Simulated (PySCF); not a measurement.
Vertical excitations of a molecule C3H7ClSi from TDA-ωB97X/def2-SVPD in PySCF, as energy in eV (oscillator strength): 6.80 (0.003), 6.81 (0.000), 6.94 (0.348), 7.76 (0.029), 7.81 (0.004), 7.93 (0.003), 8.39 (0.121), 8.59 (0.021), 8.59 (0.056), 8.74 (0.017). Lowest triplet (TDA): 4.08 eV. Coordinates come from a B3LYP-D3(BJ)/def2-SVP optimisation. The values are those of a single conformer.

Task: Which molecule gave these data?
(A) C/C(Cl)=C/[SiH3]
(B) C=C(Cl)[SiH2]C
(C) ClC1C[SiH2]C1
(D) C/C([SiH3])=C/Cl

Result: B, C=C(Cl)[SiH2]C
